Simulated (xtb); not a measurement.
Ta(NH)(F)(Cl)2 (Cl2FHNTa), SMILES [NH]=[Ta]([F])([Cl])[Cl], multiplicity 1. All values are semi-empirical tight-binding results from xtb (GFN2-xTB unless named), good for trends rather than for accurate numbers. Geometry: GFN2-xTB. The multiplicity is an assumed one; no other spin state was optimised. The structure was generated by enumeration; whether it is a known compound was not checked.

Optimised geometry:

Bonded distances (Å): Ta1–N2 1.781, Ta1–F4 1.902, Ta1–Cl5 2.222, Ta1–Cl6 2.222, N2–H3 1.010. Angles (°): N2–Ta1–F4 114.4, N2–Ta1–Cl5 114.0, N2–Ta1–Cl6 114.0, F4–Ta1–Cl5 104.7, F4–Ta1–Cl6 104.7, Cl5–Ta1–Cl6 103.9, Ta1–N2–H3 178.0.
Charge 0, spin multiplicity 1.

For metal compounds this method's bond lengths and energies can be far off.

Computed properties:
```json
{
 "point_group_as_xtb_finds_it": "Cs",
 "orbital_gap": "3.05 eV",
 "zero_point_energy": "10.4 kcal/mol",
 "G − E(el) at 298.15 K (modified RRHO)": "-11.5 kcal/mol"
}
```

Computed atomic charges and the Wiberg bond orders between heavy atoms:
charges (e) Ta1 1.00, N2 -0.44, H3 0.23, F4 -0.38, Cl5 -0.20, Cl6 -0.20. Bond orders Ta1–N2 2.29, Ta1–F4 0.96, Ta1–Cl5 1.19, Ta1–Cl6 1.19.
